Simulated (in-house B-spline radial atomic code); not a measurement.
Computed with a B-spline radial atomic code. Model: two electrons, singlet ground state, non-relativistic, full CI in B-splines with partial waves to l = 8 (at full coupling up to 3e-4 hartree above the limit, correlation up to 0.6 % small), density held at that of full coupling by Lieb maximisation.

W(λ) is the mean repulsion in the state of coupling λ less the Hartree energy of the fixed density. Its start is exact exchange, its initial slope is twice the second-order Görling-Levy correlation energy, and its area from 0 to 1 is E_xc. A straight curve means weak, dynamic correlation, and a curve that drops fast and flattens means strong correlation.

Command:
```bash
python run_ac.py task.json out
```
Settings (lengths in bohr, energies in hartree):
```
potential              coulomb
strength               0.98
lmax                   8
```

Time taken, with all properties: 81 s on 1 thread of Intel(R) Xeon(R) Processor @ 2.30GHz, with other jobs on the host.

**W = mean repulsion less Hartree energy, and W of three functionals.**

Given: confinement point charge; nuclear charge 0.98; external potential -Z/r.

Computed: LDA exchange minus exact 41.343 millihartree; SCAN exchange minus exact -12.151 millihartree.

| coupling | W xc (hartree) | W xc minus exchange (millihartree) | kinetic minus Kohn-Sham (millihartree) | LDA (PW92) W minus its exchange (millihartree) | PBE W minus its exchange (millihartree) | SCAN W minus its exchange (millihartree) |
| --- | --- | --- | --- | --- | --- | --- |
| 0 | -0.36554 | 0 | 0 | 0 | 0 | 0 |
| 0.02 | -0.36819 | -2.648 | 0.03 | -9.29 | -1.38 | -1.73 |
| 0.05 | -0.37199 | -6.448 | 0.16 | -18.15 | -3.5 | -4.19 |
| 0.12 | -0.38012 | -14.58 | 0.84 | -32.86 | -8.42 | -9.46 |
| 0.25 | -0.39295 | -27.404 | 3.19 | -51.74 | -17.05 | -17.98 |
| 0.4 | -0.40493 | -39.39 | 7.05 | -67.51 | -26.01 | -26.35 |
| 0.6 | -0.41758 | -52.037 | 13.32 | -83.42 | -36.42 | -35.76 |
| 0.8 | -0.42754 | -62.001 | 20.26 | -95.87 | -45.4 | -43.7 |
| 1 | ? | ? | ? | ? | ? | ? |
| 1.4 | ? | ? | ? | ? | ? | ? |
| 2 | -0.46046 | -94.914 | 63.2 | -139.61 | -81.13 | -74.27 |

What belongs in the row 1?

W xc (hartree): -0.4356; W xc minus exchange (millihartree): -70.061; kinetic minus Kohn-Sham (millihartree): 27.49; LDA (PW92) W minus its exchange (millihartree): -106.08; PBE W minus its exchange (millihartree): -53.21; SCAN W minus its exchange (millihartree): -50.51.

What belongs in the row 1.4?

W xc (hartree): -0.44788; W xc minus exchange (millihartree): -82.334; kinetic minus Kohn-Sham (millihartree): 42.07; LDA (PW92) W minus its exchange (millihartree): -122.13; PBE W minus its exchange (millihartree): -66.2; SCAN W minus its exchange (millihartree): -61.69.

What is the PBE exchange minus exact?

-11.95 millihartree.

**Energy parts, natural occupations and partial-wave weights.**

Computed: total energy -0.5008 hartree; exchange energy -0.36554 hartree; correlation energy -0.042575 hartree; initial slope twice GL2 -0.13471 hartree; Hartree energy 0.73109 hartree; Kohn-Sham kinetic 0.4733 hartree; Lieb Oxford ratio E_xc over LDA exchange 1.2588.

```tsv
natural	occupation of the shell (electrons)
s	1.8776
s	?
p	0.024234
d	0.00062789
p	0.00046909
s	0.00042124
```

What belongs in the row s?

occupation of the shell (electrons): 0.096385.

| wave | weight |
| --- | --- |
| s | 0.98723 |
| p | ? |
| d | 0.00034548 |
| f | 4.0861e-05 |
| g | 8.7328e-06 |

What belongs in the row p?

weight: 0.012368.

What is the kinetic part of the DFT correlation energy?

0.027486 hartree.

What is the kinetic part over minus potential part?

0.39232.

Half-way to full coupling W has made 65 % of its drop, against 50 % for a straight line, and second-order (GL2) theory, half the initial slope, overshoots the correlation energy by about 58 %: a marked bend. Over couplings 0 to 1 the errors in E_xc come to about +14 millihartree for LDA, +0.8 millihartree for PBE, +1.0 millihartree for SCAN. In LDA and PBE and SCAN the errors of exchange and correlation have opposite signs, so the sum is smaller than the larger of the two.
